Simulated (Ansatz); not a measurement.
Ansatz (a program for electronic structure) input (HF/6-31G*):

Ansatz 0.2 input:
```yaml
crystal:
  periodic: [false, false, false]
  atoms:
    - {symbol: N, position_ang: [-1.23384756, 1.10040424, -0.53583352]}
    - {symbol: Si, position_ang: [0.02326846, 0.17688971, 0.28843508]}
    - {symbol: N, position_ang: [1.36879893, 0.06247500, -0.76850441]}
    - {symbol: N, position_ang: [-0.39863450, -1.42811183, 0.70018122]}
    - {symbol: H, position_ang: [-0.93972058, 1.96863811, -0.95862667]}
    - {symbol: H, position_ang: [0.22222870, 0.88054643, 1.57387371]}
    - {symbol: H, position_ang: [2.09995429, -0.59110806, -0.58488276]}
    - {symbol: H, position_ang: [1.68122319, 0.81977602, -1.33640814]}
    - {symbol: H, position_ang: [-0.94762918, -1.60396670, 1.51488637]}
    - {symbol: H, position_ang: [-0.59603305, -2.09371351, -0.01783647]}
basis:
  gaussian:
    orbitals: 6-31G*
hamiltonian:
  xc: {name: HF}
magnetization: {spin_polarized: true, initial_magnetization: 1}
phonons: {temperatures: {t_min: 298.15, t_max: 298.15, t_step: 100}}
```

Output:

```
Functional definition: HF
integrals: 0.02 GiB planned
858 factors; integrals over basis functions are off by at most 4.6e-4 eV
mean field: 0.30 GiB planned
mean field evaluation 1: about -12397.6461 eV, gradient 3.1e1 eV
mean field evaluation 2: about -12397.7034 eV, gradient 3.1e1 eV
mean field evaluation 4: about -12402.3808 eV, gradient 2.8e0 eV
mean field evaluation 8: about -12402.4956 eV, gradient 3.6e-1 eV
mean field evaluation 16: about -12402.5143 eV, gradient 1.2e-5 eV
mean field evaluation 32: about -12401.3578 eV, gradient 2.2e-1 eV
mean field evaluation 64: about -12396.0867 eV, gradient 1.6e1 eV
mean field evaluation 96: about -12402.5142 eV, gradient 4.1e-2 eV
mean field -12402.51434251 eV, -455.7839953612 hartree, gradient 1.2e-5 eV, S^2 0.757370; 1 other end points of the search recorded, 0 dependent functions left out
the calculation of the forces begins
reference -12402.51434251 eV, -455.7839953612 hartree; 21, 20 occupied and 55, 56 virtual orbitals, 858 factors
these checks for a lower state are left out or cut short: stability, starts, cluster_reference, orbital_swaps, neighbouring_geometries, increment
integrals: 0.02 GiB planned
858 factors; integrals over basis functions are off by at most 4.6e-4 eV
mean field: 0.30 GiB planned
mean field -12402.51428404 eV, -455.7839932125 hartree, gradient 2.8e-6 eV, S^2 0.757356; 0 other end points of the search recorded, 0 dependent functions left out
the calculation of the forces begins
reference -12402.51428404 eV, -455.7839932125 hartree; 21, 20 occupied and 55, 56 virtual orbitals, 858 factors
these checks for a lower state are left out or cut short: stability, starts, cluster_reference, orbital_swaps, neighbouring_geometries, increment
integrals: 0.02 GiB planned
858 factors; integrals over basis functions are off by at most 4.6e-4 eV
mean field: 0.30 GiB planned
mean field -12402.51428863 eV, -455.7839933811 hartree, gradient 2.7e-6 eV, S^2 0.757385; 0 other end points of the search recorded, 0 dependent functions left out
the calculation of the forces begins
reference -12402.51428863 eV, -455.7839933811 hartree; 21, 20 occupied and 55, 56 virtual orbitals, 858 factors
these checks for a lower state are left out or cut short: stability, starts, cluster_reference, orbital_swaps, neighbouring_geometries, increment
integrals: 0.02 GiB planned
858 factors; integrals over basis functions are off by at most 4.6e-4 eV
mean field: 0.30 GiB planned
mean field evaluation 128: about -12402.5142 eV, gradient 1.7e-6 eV
mean field -12402.51420950 eV, -455.7839904731 hartree, gradient 1.7e-6 eV, S^2 0.757361; 0 other end points of the search recorded, 0 dependent functions left out
the calculation of the forces begins
reference -12402.51420950 eV, -455.7839904731 hartree; 21, 20 occupied and 55, 56 virtual orbitals, 858 factors
these checks for a lower state are left out or cut short: stability, starts, cluster_reference, orbital_swaps, neighbouring_geometries, increment
integrals: 0.02 GiB planned
858 factors; integrals over basis functions are off by at most 4.6e-4 eV
mean field: 0.30 GiB planned
mean field -12402.51420172 eV, -455.7839901873 hartree, gradient 2.7e-6 eV, S^2 0.757380; 0 other end points of the search recorded, 0 dependent functions left out
the calculation of the forces begins
reference -12402.51420172 eV, -455.7839901873 hartree; 21, 20 occupied and 55, 56 virtual orbitals, 858 factors
these checks for a lower state are left out or cut short: stability, starts, cluster_reference, orbital_swaps, neighbouring_geometries, increment
integrals: 0.02 GiB planned
858 factors; integrals over basis functions are off by at most 4.6e-4 eV
mean field: 0.30 GiB planned
mean field -12402.51429300 eV, -455.7839935415 hartree, gradient 2.6e-6 eV, S^2 0.757376; 0 other end points of the search recorded, 0 dependent functions left out
the calculation of the forces begins
reference -12402.51429300 eV, -455.7839935415 hartree; 21, 20 occupied and 55, 56 virtual orbitals, 858 factors
these checks for a lower state are left out or cut short: stability, starts, cluster_reference, orbital_swaps, neighbouring_geometries, increment
integrals: 0.02 GiB planned
858 factors; integrals over basis functions are off by at most 4.6e-4 eV
mean field: 0.30 GiB planned
mean field -12402.51429838 eV, -455.7839937393 hartree, gradient 3.1e-6 eV, S^2 0.757365; 0 other end points of the search recorded, 0 dependent functions left out
the calculation of the forces begins
reference -12402.51429838 eV, -455.7839937393 hartree; 21, 20 occupied and 55, 56 virtual orbitals, 858 factors
these checks for a lower state are left out or cut short: stability, starts, cluster_reference, orbital_swaps, neighbouring_geometries, increment
integrals: 0.02 GiB planned
[...]
reference -12402.51428706 eV, -455.7839933233 hartree; 21, 20 occupied and 55, 56 virtual orbitals, 858 factors
these checks for a lower state are left out or cut short: stability, starts, cluster_reference, orbital_swaps, neighbouring_geometries, increment
integrals: 0.02 GiB planned
858 factors; integrals over basis functions are off by at most 4.6e-4 eV
mean field: 0.30 GiB planned
mean field -12402.51429476 eV, -455.7839936063 hartree, gradient 2.4e-6 eV, S^2 0.757370; 0 other end points of the search recorded, 0 dependent functions left out
the calculation of the forces begins
reference -12402.51429476 eV, -455.7839936063 hartree; 21, 20 occupied and 55, 56 virtual orbitals, 858 factors
these checks for a lower state are left out or cut short: stability, starts, cluster_reference, orbital_swaps, neighbouring_geometries, increment
integrals: 0.02 GiB planned
858 factors; integrals over basis functions are off by at most 4.6e-4 eV
mean field: 0.30 GiB planned
mean field -12402.51429166 eV, -455.7839934925 hartree, gradient 2.4e-6 eV, S^2 0.757370; 0 other end points of the search recorded, 0 dependent functions left out
the calculation of the forces begins
reference -12402.51429166 eV, -455.7839934925 hartree; 21, 20 occupied and 55, 56 virtual orbitals, 858 factors
these checks for a lower state are left out or cut short: stability, starts, cluster_reference, orbital_swaps, neighbouring_geometries, increment
integrals: 0.02 GiB planned
858 factors; integrals over basis functions are off by at most 4.6e-4 eV
mean field: 0.30 GiB planned
mean field evaluation 416: about -12402.5143 eV, gradient 2.3e-6 eV
mean field -12402.51432154 eV, -455.7839945906 hartree, gradient 2.3e-6 eV, S^2 0.757370; 0 other end points of the search recorded, 0 dependent functions left out
the calculation of the forces begins
reference -12402.51432154 eV, -455.7839945906 hartree; 21, 20 occupied and 55, 56 virtual orbitals, 858 factors
these checks for a lower state are left out or cut short: stability, starts, cluster_reference, orbital_swaps, neighbouring_geometries, increment
integrals: 0.02 GiB planned
858 factors; integrals over basis functions are off by at most 4.6e-4 eV
mean field: 0.30 GiB planned
mean field -12402.51432143 eV, -455.7839945866 hartree, gradient 2.5e-6 eV, S^2 0.757370; 0 other end points of the search recorded, 0 dependent functions left out
the calculation of the forces begins
reference -12402.51432143 eV, -455.7839945866 hartree; 21, 20 occupied and 55, 56 virtual orbitals, 858 factors
these checks for a lower state are left out or cut short: stability, starts, cluster_reference, orbital_swaps, neighbouring_geometries, increment
integrals: 0.02 GiB planned
858 factors; integrals over basis functions are off by at most 4.6e-4 eV
mean field: 0.30 GiB planned
mean field -12402.51423008 eV, -455.7839912292 hartree, gradient 2.8e-6 eV, S^2 0.757370; 0 other end points of the search recorded, 0 dependent functions left out
the calculation of the forces begins
reference -12402.51423008 eV, -455.7839912292 hartree; 21, 20 occupied and 55, 56 virtual orbitals, 858 factors
these checks for a lower state are left out or cut short: stability, starts, cluster_reference, orbital_swaps, neighbouring_geometries, increment
integrals: 0.02 GiB planned
858 factors; integrals over basis functions are off by at most 4.6e-4 eV
mean field: 0.30 GiB planned
mean field -12402.51423105 eV, -455.7839912651 hartree, gradient 2.7e-6 eV, S^2 0.757370; 0 other end points of the search recorded, 0 dependent functions left out
the calculation of the forces begins
reference -12402.51423105 eV, -455.7839912651 hartree; 21, 20 occupied and 55, 56 virtual orbitals, 858 factors
these checks for a lower state are left out or cut short: stability, starts, cluster_reference, orbital_swaps, neighbouring_geometries, increment
integrals: 0.02 GiB planned
858 factors; integrals over basis functions are off by at most 4.6e-4 eV
mean field: 0.30 GiB planned
mean field -12402.51433057 eV, -455.7839949223 hartree, gradient 2.7e-6 eV, S^2 0.757370; 0 other end points of the search recorded, 0 dependent functions left out
the calculation of the forces begins
reference -12402.51433057 eV, -455.7839949223 hartree; 21, 20 occupied and 55, 56 virtual orbitals, 858 factors
these checks for a lower state are left out or cut short: stability, starts, cluster_reference, orbital_swaps, neighbouring_geometries, increment
integrals: 0.02 GiB planned
858 factors; integrals over basis functions are off by at most 4.6e-4 eV
mean field: 0.30 GiB planned
mean field -12402.51432998 eV, -455.7839949007 hartree, gradient 2.5e-6 eV, S^2 0.757370; 0 other end points of the search recorded, 0 dependent functions left out
the calculation of the forces begins
reference -12402.51432998 eV, -455.7839949007 hartree; 21, 20 occupied and 55, 56 virtual orbitals, 858 factors
these checks for a lower state are left out or cut short: stability, starts, cluster_reference, orbital_swaps, neighbouring_geometries, increment
integrals: 0.02 GiB planned
858 factors; integrals over basis functions are off by at most 4.6e-4 eV
mean field: 0.30 GiB planned
mean field evaluation 448: about -12402.5142 eV, gradient 7.0e-2 eV
mean field -12402.51426463 eV, -455.7839924992 hartree, gradient 2.5e-6 eV, S^2 0.757370; 0 other end points of the search recorded, 0 dependent functions left out
the calculation of the forces begins
reference -12402.51426463 eV, -455.7839924992 hartree; 21, 20 occupied and 55, 56 virtual orbitals, 858 factors
these checks for a lower state are left out or cut short: stability, starts, cluster_reference, orbital_swaps, neighbouring_geometries, increment
integrals: 0.02 GiB planned
858 factors; integrals over basis functions are off by at most 4.6e-4 eV
mean field: 0.30 GiB planned
mean field -12402.51426355 eV, -455.7839924593 hartree, gradient 2.4e-6 eV, S^2 0.757370; 0 other end points of the search recorded, 0 dependent functions left out
the calculation of the forces begins
reference -12402.51426355 eV, -455.7839924593 hartree; 21, 20 occupied and 55, 56 virtual orbitals, 858 factors
these checks for a lower state are left out or cut short: stability, starts, cluster_reference, orbital_swaps, neighbouring_geometries, increment
integrals: 0.02 GiB planned
858 factors; integrals over basis functions are off by at most 4.6e-4 eV
mean field: 0.30 GiB planned
mean field -12402.51425426 eV, -455.7839921178 hartree, gradient 2.1e-6 eV, S^2 0.757370; 0 other end points of the search recorded, 0 dependent functions left out
the calculation of the forces begins
reference -12402.51425426 eV, -455.7839921178 hartree; 21, 20 occupied and 55, 56 virtual orbitals, 858 factors
these checks for a lower state are left out or cut short: stability, starts, cluster_reference, orbital_swaps, neighbouring_geometries, increment
integrals: 0.02 GiB planned
858 factors; integrals over basis functions are off by at most 4.6e-4 eV
mean field: 0.30 GiB planned
mean field -12402.51424899 eV, -455.7839919242 hartree, gradient 2.0e-6 eV, S^2 0.757370; 0 other end points of the search recorded, 0 dependent functions left out
the calculation of the forces begins
reference -12402.51424899 eV, -455.7839919242 hartree; 21, 20 occupied and 55, 56 virtual orbitals, 858 factors
Total energy: -12402.51434251 eV, -455.7839953612 hartree
Atom 0 at    -1.233848     1.100404    -0.535834 Å, force    -0.000924     0.001721    -0.001048 eV/Å
Atom 1 at     0.023268     0.176890     0.288435 Å, force    -0.000961    -0.002145    -0.001065 eV/Å
Atom 2 at     1.368799     0.062475    -0.768504 Å, force     0.000631     0.001089     0.001988 eV/Å
Atom 3 at    -0.398635    -1.428112     0.700181 Å, force     0.000007     0.000442    -0.000069 eV/Å
Atom 4 at    -0.939721     1.968638    -0.958627 Å, force     0.000130    -0.000159     0.000329 eV/Å
Atom 5 at     0.222229     0.880546     1.573874 Å, force     0.000710    -0.000748    -0.000362 eV/Å
Atom 6 at     2.099954    -0.591108    -0.584883 Å, force    -0.000066     0.000504    -0.000711 eV/Å
Atom 7 at     1.681223     0.819776    -1.336408 Å, force    -0.000237    -0.000974     0.000142 eV/Å
Atom 8 at    -0.947629    -1.603967     1.514886 Å, force     0.000618     0.000003    -0.000343 eV/Å
Atom 9 at    -0.596033    -2.093714    -0.017836 Å, force     0.000092     0.000269     0.001138 eV/Å
Dipole moment:     0.340784     0.023604    -0.090318 e Å
Vibrations: 170.53 240.30 258.29 287.06 336.14 362.73 421.16 506.67 757.47 796.24 824.71 867.78 872.28 949.45 996.62 1061.83 1756.90 1762.91 2353.52 3689.81 3793.00 3807.50 3887.92 3904.98 cm⁻¹, zero-point energy 2.149004 eV
```

The blocks after the first are displaced geometries, from whose forces the wavenumbers follow.
